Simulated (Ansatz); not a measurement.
CH$_{5}$AlBClO. Total charge 0; spin multiplicity 1. The bonds changed during the relaxation, so this is another structure than the one it started from. The geometry is a stationary point of PBE0-D4/def2-TZVP. It is one conformer, not always the lowest.

```xyz
10

C     1.329   -0.199   -1.320
B     0.249    0.018   -0.233
Cl   -0.765   -1.537    0.286
O    -0.160    1.049    0.452
Al   -1.469    0.448    1.525
H     2.065   -0.938   -0.992
H     0.880   -0.591   -2.237
H     1.843    0.735   -1.550
H    -2.931    0.792    1.042
H    -1.041    0.222    3.027
```

**Question.** What is the dipole moment at PBE/def2-TZVPP? (Estimate.)

**Answer.** Computed: 2.01 D, with components (1.28, -0.65, -1.40) D in this frame, pointing from negative to positive charge.

**Question.** And with r2SCAN, B3LYP, ωB97M-V? (An estimate is asked.)

**Answer.** The calculation gave: r2SCAN 2.14 D, B3LYP 2.04 D, ωB97M-V 2.08 D.

**Question.** Give the Mulliken charges with PBE, B3LYP, ωB97M-V in def2-TZVPP. (An estimate is asked.)

**Answer.** The calculation gave: 
| atom | PBE | B3LYP | ωB97M-V |
| --- | --- | --- | --- |
| C1 | -0.33 | -0.29 | -0.32 |
| B2 | 0.29 | 0.34 | 0.30 |
| Cl3 | -0.16 | -0.20 | -0.15 |
| O4 | -0.26 | -0.32 | -0.34 |
| Al5 | 0.36 | 0.45 | 0.38 |
| H6 | 0.12 | 0.11 | 0.12 |
| H7 | 0.12 | 0.11 | 0.12 |
| H8 | 0.12 | 0.12 | 0.13 |
| H9 | -0.13 | -0.15 | -0.12 |
| H10 | -0.13 | -0.15 | -0.12 |

B3LYP here is the variant with VWN-RPA as its local correlation; programs differ in this.
